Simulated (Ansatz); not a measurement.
Basis sets compared for CdI2. Total charge 0; singlet. Geometry PBE0-D4/def2-TZVP. Ansatz on 4 threads of Intel Xeon on a shared host; times are rough, and most runs start from earlier orbitals.

```tsv
atom	x (Å)	y (Å)	z (Å)
Cd1	-0.0022	0.0025	0.0033
I2	-2.1137	-1.4690	-0.2672
I3	2.1159	1.4665	0.2639
```

In the def2 sets Cd, I take a core potential; there is no spin–orbit coupling.

Binding counts from free atoms (Cd singlet, I doublet) in the same basis, without a counterpoise term.

```tsv
level	functions	energy (Eh)	HOMO (eV)	LUMO (eV)	binding per atom (eV)	wall time
PBE-D4/def2-SVP	83	-763.2189	-6.54	-3.11	1.46	1.3 s
PBE-D4/def2-TZVP	140	-763.2797	-6.61	-3.15	1.45	1.9 s
r2SCAN-D4/def2-TZVP	140	-763.5901	-6.90	-2.97	1.49	3.1 s
PBE0-D4/def2-SVP	83	-763.2662	-7.68	-2.36	1.48	2.3 s
PBE0-D4/def2-TZVP (with forces)	140	-763.3244	-7.72	-2.37	1.48	4.6 s
```

Estimate the rows for PBE-D4/def2-TZVPD, r2SCAN-D4/def2-TZVPD, PBE0-D4/def2-TZVPD.


```tsv
level	functions	energy (Eh)	HOMO (eV)	LUMO (eV)	binding per atom (eV)	wall time
PBE-D4/def2-TZVPD	158	-763.2801	-6.63	-3.17	1.45	2.7 s
r2SCAN-D4/def2-TZVPD	158	-763.5905	-6.91	-2.98	1.49	3.7 s
PBE0-D4/def2-TZVPD	158	-763.3247	-7.73	-2.39	1.48	4 s
```
